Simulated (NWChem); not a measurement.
Correlation energy of C2H2N2O

```xyz
7

C      1.0562     0.0000    -0.2714
N      0.6974     0.0000     0.9792
N     -0.6974     0.0000     0.9792
C     -1.0562     0.0000    -0.2714
O      0.0000     0.0000    -1.1327
H      2.0667     0.0000    -0.6954
H     -2.0667     0.0000    -0.6954
```
Charge 0, spin multiplicity 1.

All runs are NWChem calculations. All single points use one geometry, from PBE/def2-SVP, a minimum by its harmonic frequencies.

Basis set: cc-pVDZ. Each correlation energy counts from its own Hartree-Fock reference.

The correlated methods keep 5 core orbitals frozen. The structure started from a generated list of species. Coupled-cluster values serve here as a point of comparison, not as the truth.

Q: For the correlation energy, RI-MP2 gives -765.2 mHa and MP2 gives -765.1 mHa. What do SCS-MP2, CR-CCSD[T], CR-CCSD(T) give?

A: SCS-MP2: -736.7 mHa; CR-CCSD[T]: -803.4 mHa; CR-CCSD(T): -802.2 mHa.
